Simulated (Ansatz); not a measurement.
`N[SiH2]N[SiH](N)F` + `CC=N` → `N=C[SiH2]N` + `CN[SiH](N)F`  (formal exchange of groups at the Si–N bond)

Program: Ansatz. Geometries: PBE0-D4/def2-TZVP. ΔE: electronic, gas phase. CCSD(T)/CBS adds triple-zeta CCSD(T) − MP2 to the extrapolated MP2 energy (def2 sets, frozen cores). Functionals use def2-TZVPP. B3LYP here is the variant with VWN-RPA as its local correlation; programs differ in this. One conformer a species, not always the lowest.

```tsv
level	ΔE (kcal/mol)	difference from CCSD(T)/CBS
PBE-D4	33.1	-1.6
r2SCAN-D4	35.4	0.7
PBE0-D4	34.2	-0.5
B3LYP-D4	34.3	-0.4
ωB97X-V	34.0	-0.7
ωB97M-V	34.7	0.0
B2PLYP	34.2	-0.5
PBE	32.2	-2.5
r2SCAN	35.1	0.4
PBE0	33.4	-1.3
B3LYP	32.8	-1.9
HF/def2-TZVPP	34.2	-0.5
MP2/def2-TZVPP	36.1	1.4
SCS-MP2/def2-TZVPP	34.7	0.0
CCSD/def2-TZVPP	34.4	-0.3
CCSD(T)/def2-TZVPP	34.5	-0.2
HF/def2-QZVPP	34.2	-0.5
MP2/def2-QZVPP	36.2	1.5
SCS-MP2/def2-QZVPP	34.9	0.2
HF/CBS(def2)	34.2	-0.5
MP2/CBS(def2)	36.3	1.6
CCSD/CBS(def2)	34.6	-0.1
CCSD(T)/CBS	34.7	0
```

Largest T1 diagnostic among the species: 0.012.

From PBE to PBE0 (25 % exact exchange), in def2-TZVPP and without D4, ΔE moves by +1.2 kcal/mol. The D4 term adds +1.5 kcal/mol with B3LYP and +0.8 kcal/mol with PBE0; it sums over pairs of atoms, weighted by their polarisabilities, and B3LYP, whose exchange is more repulsive, gets the larger term.
